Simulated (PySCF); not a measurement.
Sn(F)2(Br)(NH2) (BrF2H2NSn), SMILES [NH2][Sn]([F])([F])[Br].

Geometry optimised at PBE0-D3(BJ)/def2-SVP. A frequency run showed that this geometry is not a minimum. The structure was generated by enumeration; whether it is a known compound was not checked. The def2 effective core potentials stand for the cores of Sn; spin–orbit coupling is left out. One conformer was computed; it need not be the lowest.

All values below come from PBE0/def2-TZVP in PySCF.

The molecule is in vacuum.

```json
{
  "total_energy": "-3043.79185 hartree",
  "highest_occupied_level": "-8.86 eV",
  "lowest_empty_level": "-2.68 eV",
  "orbital_gap": "6.18 eV",
  "dipole_moment": "2.66 D",
  "quadrupole, principal values (traceless, Buckingham form, about the centre of nuclear charge)": "-8.95, -4.58, 13.53 D·Å",
  "mean_static_polarisability": "61.2 bohr³ (9.07 Å³)",
  "polarisability_principal_values": "51.1, 56.3, 76.2 bohr³"
}
```
